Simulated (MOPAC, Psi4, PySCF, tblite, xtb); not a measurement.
Dimer COS ··· H4N+ (SMILES O=C=S and [NH4+]) (charge +1) at R = 4.08 Å between the centres of mass, closest contact 3.13 Å (a random orientation, not optimised). Geometry in Å and degrees:

```
N
H 1 1.0250
H 1 1.0250 2 109.47
H 1 1.0250 2 109.47 3 -120.00
H 1 1.0250 2 109.47 4 -120.00
S 2 3.1266 1 135.40 3 -6.41
C 6 1.5622 2 101.65 1 -4.09
O 7 1.1555 3 100.07 1 168.56
```

Levels: GFN2-xTB (tblite); SAPT0/jun-cc-pVDZ, frozen core (Psi4); B3LYP/def2-TZVP, counterpoise-corrected (Psi4); B3LYP-D3(BJ)/def2-TZVP, counterpoise-corrected (Psi4); PBE/def2-TZVP, counterpoise-corrected (Psi4); PBE-D3(BJ)/def2-TZVP, counterpoise-corrected (Psi4); HF/aug-cc-pVDZ, counterpoise-corrected (Psi4); MP2/aug-cc-pVDZ = DF-MP2/aug-cc-pVDZ, frozen core, counterpoise-corrected (Psi4); SCS-MP2/aug-cc-pVDZ = DF-SCS-MP2/aug-cc-pVDZ, frozen core, counterpoise-corrected in Psi4; PM6, restricted, heats of formation (MOPAC); PM7, restricted, heats of formation (MOPAC); GFN1-xTB (xtb); RKS-B3LYP/6-31G* = restricted B3LYP/6-31G*, spherical d, no counterpoise correction run with PySCF; RHF/6-31G* = PySCF with restricted Hartree-Fock/6-31G*, spherical d, no counterpoise correction; RHF/3-21G = restricted Hartree-Fock/3-21G, no counterpoise correction run with PySCF; RKS-M06-2X/6-31G* = PySCF with restricted M06-2X/6-31G*, spherical d, no counterpoise correction.

What interaction energy does each level give?


```json
[
 {"method": "PBE-D3(BJ)/def2-TZVP", "E_int / kJ/mol": "-14.82"},
 {"method": "B3LYP-D3(BJ)/def2-TZVP", "E_int / kJ/mol": "-13.36"},
 {"method": "MP2/aug-cc-pVDZ", "E_int / kJ/mol": "-12.93"},
 {"method": "SCS-MP2/aug-cc-pVDZ", "E_int / kJ/mol": "-12.15"},
 {"method": "PBE/def2-TZVP", "E_int / kJ/mol": "-12.08"},
 {"method": "RKS-M06-2X/6-31G*", "E_int / kJ/mol": "-9.72"},
 {"method": "RKS-B3LYP/6-31G*", "E_int / kJ/mol": "-9.39"},
 {"method": "B3LYP/def2-TZVP", "E_int / kJ/mol": "-9.19"},
 {"method": "HF/aug-cc-pVDZ", "E_int / kJ/mol": "-8.13"},
 {"method": "PM6", "E_int / kJ/mol": "-7.66"},
 {"method": "SAPT0/jun-cc-pVDZ", "E_int / kJ/mol": "-7.55"},
 {"method": "PM7", "E_int / kJ/mol": "-6.97"},
 {"method": "RHF/3-21G", "E_int / kJ/mol": "-6.71"},
 {"method": "RHF/6-31G*", "E_int / kJ/mol": "-5.61"},
 {"method": "GFN2-xTB", "E_int / kJ/mol": "-4.06"},
 {"method": "GFN1-xTB", "E_int / kJ/mol": "-1.07"}
]
```
